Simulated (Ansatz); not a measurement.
Computed with frozen-core CCSD(T)/cc-pVTZ // B3LYP-D3(BJ)/def2-TZVP in Ansatz (a first-principles code).

Ansatz 0.2 input:
```yaml
crystal:
  periodic: [false, false, false]
  atoms:
    - { symbol: F, position_ang: [1.547646, -0.665814, 0.298167] }
    - { symbol: Ga, position_ang: [-0.013274, 0.102908, 0.106437] }
    - { symbol: F, position_ang: [-1.329419, -1.026617, 0.343295] }
    - { symbol: H, position_ang: [-0.204952, 1.589525, -0.22949] }
basis:
  gaussian: { orbitals: cc-pVTZ }
correlation:
  method: ccsd_t
```

Output:

```
Functional definition: HF
741 factors; integrals over basis functions are off by at most 1.4e-3 eV
mean field evaluation 1: about -57763.8474 eV, gradient 4.3e1 eV
mean field evaluation 2: about -57763.9013 eV, gradient 4.3e1 eV
mean field evaluation 4: about -57767.2046 eV, gradient 1.9e0 eV
mean field evaluation 8: about -57767.2318 eV, gradient 1.5e-1 eV
mean field evaluation 16: about -57765.7629 eV, gradient 3.4e1 eV
mean field -57767.23183866 eV, -2122.9066140348 hartree, gradient 1.1e-6 eV, S^2 0.000000; 0 other end points of the search recorded, 0 dependent functions left out
11 core orbitals not correlated
reference -57767.23183866 eV, -2122.9066140348 hartree; 14, 14 occupied and 92, 92 virtual orbitals, 741 factors
second order -18.15193149 eV of doubles, -0.00000000 eV of singles
cycle   1  -17.60711274 eV  change    5.4e-1 eV  update   1.1e-1
cycle   2  -18.07992005 eV  change   -4.7e-1 eV  update   3.4e-2
cycle   3  -18.18654509 eV  change   -1.1e-1 eV  update   1.8e-2
cycle   4  -18.17219924 eV  change    1.4e-2 eV  update   4.4e-3
cycle   5  -18.16807264 eV  change    4.1e-3 eV  update   1.8e-3
cycle   6  -18.16954303 eV  change   -1.5e-3 eV  update   5.6e-4
cycle   7  -18.16944770 eV  change    9.5e-5 eV  update   1.9e-4
cycle   8  -18.16927449 eV  change    1.7e-4 eV  update   5.8e-5
cycle   9  -18.16929787 eV  change   -2.3e-5 eV  update   2.0e-5
perturbative correction -0.61644735 eV, -0.0226540222 hartree
Total energy: -57786.01758388 eV, -2123.5969774380 hartree
```

Cost: very roughly 16 core-seconds.
